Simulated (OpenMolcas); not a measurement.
An OpenMolcas run meant for Al I (ANO-R2, X2C; inactive shells 1s 2s 2p; intended active space 3 electrons in 9 orbitals (RAS2 3s 3p; RAS3 3d, at most 2 electrons)). One step of its input:

```
&CASPT2
Multistate=3 1 2 3
Frozen=1 0
IPEA=-0.1
Imaginary=0.1
MaxIter=60
WThr=0.0 0.3 0.05
PrWF=0.5
NoMix
```

The run finished. Its levels beside those of a sound run (SS-RASPT2, IPEA 0.25 Eh, imaginary shift 0.1 Eh (closed shells correlated: 2s 2p)), in eV above each run's lowest level:

```json
{"Level": "3s2 3p 2P* 1/2", "This run": "0.0000", "Usual run": "0.0000"}
{"Level": "3s2 3p 2P* 3/2", "This run": "0.0135", "Usual run": "0.0135"}
{"Level": "3s 3p2 4P 1/2", "This run": "3.4855", "Usual run": "3.4821"}
{"Level": "3s 3p2 4P 3/2", "This run": "3.4902", "Usual run": "3.4868"}
{"Level": "3s 3p2 4P 5/2", "This run": "3.4980", "Usual run": "3.4946"}
```

Task: Which setting is unsound, and how much does it matter here?

Result: The IPEA shift is negative. Against the sound run the excited levels shown move by 21 cm-1 on average and by 28 cm-1 at most.

Active for correlation alone: 3d; no level in the range computed is led by a configuration that fills it, so any true level of that kind is missing. Levels of configurations outside the active space are missing.

* marks odd parity.
